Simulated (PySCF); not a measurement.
CH6BClOSi, SMILES COB([SiH3])Cl.

The structure is a stationary point at PBE-D3(BJ)/def2-SVP. The structure was generated by enumeration, and PubChem lists no compound with its InChIKey, so it may never have been made. Other conformers were not sampled.

Computed with PBE-D3(BJ)/def2-SVP run with PySCF.

Frequencies are harmonic and unscaled.

Problem. List the normal modes with their intensities. (An estimate is asked for; the answer gives what the named calculation found.)

Solution. 
```json
[
 {"mode": "1", "ν (cm⁻¹)": "51", "IR (km/mol)": "0.0", "moving atoms (share of kinetic energy)": "H 94 %"},
 {"mode": "2", "ν (cm⁻¹)": "71", "IR (km/mol)": "0.1", "moving atoms (share of kinetic energy)": "H 97 %"},
 {"mode": "3", "ν (cm⁻¹)": "158", "IR (km/mol)": "1.6", "moving atoms (share of kinetic energy)": "Si 28 %, C 25 %, H 23 %, Cl 17 %"},
 {"mode": "4", "ν (cm⁻¹)": "162", "IR (km/mol)": "3.3", "moving atoms (share of kinetic energy)": "O 45 %, H 25 %, C 19 %"},
 {"mode": "5", "ν (cm⁻¹)": "215", "IR (km/mol)": "0.5", "moving atoms (share of kinetic energy)": "Si 28 %, Cl 27 %, C 14 %, H 14 %, O 10 %"},
 {"mode": "6", "ν (cm⁻¹)": "315", "IR (km/mol)": "12.3", "moving atoms (share of kinetic energy)": "H 46 %, B 42 %, O 9 %"},
 {"mode": "7", "ν (cm⁻¹)": "368", "IR (km/mol)": "8.4", "moving atoms (share of kinetic energy)": "O 36 %, C 20 %, Cl 19 %, H 17 %"},
 {"mode": "8", "ν (cm⁻¹)": "440", "IR (km/mol)": "9.3", "moving atoms (share of kinetic energy)": "Cl 29 %, Si 26 %, O 19 %, H 12 %, B 9 %"},
 {"mode": "9", "ν (cm⁻¹)": "547", "IR (km/mol)": "28.4", "moving atoms (share of kinetic energy)": "H 73 %, Si 15 %, O 9 %"},
 {"mode": "10", "ν (cm⁻¹)": "593", "IR (km/mol)": "7.6", "moving atoms (share of kinetic energy)": "H 46 %, B 41 %, Si 10 %"},
 {"mode": "11", "ν (cm⁻¹)": "837", "IR (km/mol)": "252.9", "moving atoms (share of kinetic energy)": "H 82 %, B 12 %"},
 {"mode": "12", "ν (cm⁻¹)": "897", "IR (km/mol)": "10.2", "moving atoms (share of kinetic energy)": "H 90 %"},
 {"mode": "13", "ν (cm⁻¹)": "909", "IR (km/mol)": "26.4", "moving atoms (share of kinetic energy)": "H 98 %"},
 {"mode": "14", "ν (cm⁻¹)": "935", "IR (km/mol)": "120.1", "moving atoms (share of kinetic energy)": "B 66 %, H 19 %"},
 {"mode": "15", "ν (cm⁻¹)": "1004", "IR (km/mol)": "8.5", "moving atoms (share of kinetic energy)": "C 40 %, O 30 %, B 22 %"},
 {"mode": "16", "ν (cm⁻¹)": "1134", "IR (km/mol)": "25.6", "moving atoms (share of kinetic energy)": "H 71 %, C 20 %"},
 {"mode": "17", "ν (cm⁻¹)": "1139", "IR (km/mol)": "0.1", "moving atoms (share of kinetic energy)": "H 76 %, C 19 %"},
 {"mode": "18", "ν (cm⁻¹)": "1341", "IR (km/mol)": "281.6", "moving atoms (share of kinetic energy)": "B 31 %, H 28 %, O 27 %, C 14 %"},
 {"mode": "19", "ν (cm⁻¹)": "1408", "IR (km/mol)": "2.9", "moving atoms (share of kinetic energy)": "H 97 %"},
 {"mode": "20", "ν (cm⁻¹)": "1425", "IR (km/mol)": "9.7", "moving atoms (share of kinetic energy)": "H 96 %"},
 {"mode": "21", "ν (cm⁻¹)": "1447", "IR (km/mol)": "82.4", "moving atoms (share of kinetic energy)": "H 62 %, O 18 %, B 16 %"},
 {"mode": "22", "ν (cm⁻¹)": "2134", "IR (km/mol)": "56.3", "moving atoms (share of kinetic energy)": "H 98 %"},
 {"mode": "23", "ν (cm⁻¹)": "2138", "IR (km/mol)": "88.4", "moving atoms (share of kinetic energy)": "H 96 %"},
 {"mode": "24", "ν (cm⁻¹)": "2180", "IR (km/mol)": "77.1", "moving atoms (share of kinetic energy)": "H 96 %"},
 {"mode": "25", "ν (cm⁻¹)": "2954", "IR (km/mol)": "34.9", "moving atoms (share of kinetic energy)": "H 97 %"},
 {"mode": "26", "ν (cm⁻¹)": "3051", "IR (km/mol)": "22.7", "moving atoms (share of kinetic energy)": "H 91 %, C 9 %"},
 {"mode": "27", "ν (cm⁻¹)": "3067", "IR (km/mol)": "10.4", "moving atoms (share of kinetic energy)": "H 90 %, C 10 %"}
]
```
